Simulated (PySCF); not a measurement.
Zn(OH)2 (H2O2Zn), SMILES [OH][Zn][OH].

Geometry: TPSSh-D3(BJ)/def2-TZVP. The geometry has at least one imaginary mode, so it is a saddle point at that level. The isomer is the one that the SMILES or the coordinates give; other isomers of the formula were not compared. The values are those of a single conformer.

Calculation: PySCF with HF/def2-TZVPD.

Symmetry labels are those of the subgroup C2v that the program uses (full group C2v).

List the valence orbital energies around the gap with their symmetry. (The exact figures need the calculation; the answer reports its results.)


```json
[
 {"orbital": "HOMO−7", "symmetry": "A1", "energy (eV)": "-22.57"},
 {"orbital": "HOMO−6", "symmetry": "A1", "energy (eV)": "-22.37"},
 {"orbital": "HOMO−5", "symmetry": "A1", "energy (eV)": "-16.83"},
 {"orbital": "HOMO−4", "symmetry": "B2", "energy (eV)": "-16.61"},
 {"orbital": "HOMO−3", "symmetry": "A1", "energy (eV)": "-13.46"},
 {"orbital": "HOMO−2", "symmetry": "B1", "energy (eV)": "-13.01"},
 {"orbital": "HOMO−1", "symmetry": "B2", "energy (eV)": "-12.99"},
 {"orbital": "HOMO", "symmetry": "A2", "energy (eV)": "-12.43"},
 {"orbital": "LUMO", "symmetry": "A1", "energy (eV)": "0.74"},
 {"orbital": "LUMO+1", "symmetry": "B1", "energy (eV)": "1.14"},
 {"orbital": "LUMO+2", "symmetry": "B2", "energy (eV)": "1.18"},
 {"orbital": "LUMO+3", "symmetry": "A1", "energy (eV)": "1.36"}
]
```
